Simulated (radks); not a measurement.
Spin polarisation of the 3d3 shell in V. Start: [Ar] 3d(up 1.5, down 1.5) 4s2; electrons of 3d are moved from spin down to spin up, other shells keep equal spins. Method: non-relativistic Kohn-Sham, TPSS, spin-polarised, spherical densities, point nucleus; meta-GGA in the generalised Kohn-Sham scheme; computed with a radial shooting solver on a logarithmic mesh with Libxc functionals.

moment (Bohr magnetons)  E - E(0) (eV)  e(3d up) (eV)  e(3d down) (eV)  4s down minus up (eV)
0                                0.000         -5.245           -5.245                  0.000
0.75                            -0.124         -5.554           -4.891                  0.184
1.5                             -0.497         -5.816           -4.491                  0.368
2.25                            -1.118         -6.029           -4.043                  0.553
3                               -1.986         -6.184           -3.539                  0.736

At moment 3 the spin-polarisation energy is -1.986 eV and the 3d exchange splitting 2.645 eV, that is 0.882 eV per Bohr magneton; E = -I m^2/4 would give I = 0.883 eV.
